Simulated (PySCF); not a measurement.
# Calculated properties of `C=C[C](C#N)C#CC#CC` [radical]

Species: C9H6N (doublet state).
SMILES with atom numbers: `[CH2:1]=[CH:2][C:3]([C:4]#[N:5])[C:6]#[C:7][C:8]#[C:9][CH3:10]` (hydrogens: H11, H12 on C1; H13 on C2; H14, H15, H16 on C10)

Geometry (GFN2-xTB, Å), atoms numbered from 1 in this order:
```xyz
16
C9H6N angstrom
C     -3.490    1.760   -1.330
C     -2.249    1.456   -0.918
C     -1.830    0.141   -0.553
C     -2.720   -0.940   -0.604
N     -3.448   -1.831   -0.642
C     -0.546   -0.123   -0.137
C      0.596   -0.362    0.235
C      1.850   -0.613    0.643
C      2.984   -0.836    1.011
C      4.327   -1.106    1.449
H     -4.257    1.007   -1.409
H     -3.761    2.766   -1.594
H     -1.491    2.226   -0.845
H      4.903   -1.543    0.632
H      4.313   -1.809    2.283
H      4.812   -0.183    1.769
```

From GFN2-xTB geometry:

| Item | Value |
| --- | --- |
| Rotational constants A, B, C of the GFN2-xTB geometry | 3.635, 0.466, 0.414 GHz |

UKS B3LYP, pcH-1 on C H N, non-relativistic, mean-field spin-orbit, GIAO (PySCF):

| Quantity | Value |
| --- | --- |
| Isotropic g value | 2.00281 |
| Principal g values | 2.00220, 2.00285, 2.00339 |
| Spin squared ⟨S²⟩ | 0.786 |
| Largest Mulliken spin population | 0.48 on C3 |
| Largest isotropic hyperfine couplings (means over sets of like nuclei) | 13C -48.7 (C6), 13C +46.1 (C3), 13C -35.9 (C2), 13C -35.3 (C4), 13C -33.4 (C8) MHz |

Monoisotopic mass from the formula: 128.0500 u.

⟨S²⟩ is 0.036 above the pure-spin value S(S + 1) = 0.75. The rotational constants make it an asymmetric top with κ = (2B − A − C)/(A − C) = -0.97, nearer the prolate limit (−1). With B = h/(8π²I), that is 505.379 GHz u Å² over I, the principal moments of inertia are 139.0, 1084.8 and 1220.6 u Å² (most abundant isotopes). g_iso is shifted by about +490 ppm from the free-electron value 2.002319; the principal values span 0.0012.

Isolated species at its GFN2-xTB geometry (one conformer only). Hyperfine couplings depend on the geometry, which wasn't re-optimised at a DFT level. The unpaired spin is shared among atoms: the largest Mulliken spin population is 0.48. Couplings of like nuclei are plain means over topologically equivalent atoms, as if these changed places fast (by rotation of a methyl-like group, say); in this geometry the members of some sets differ.
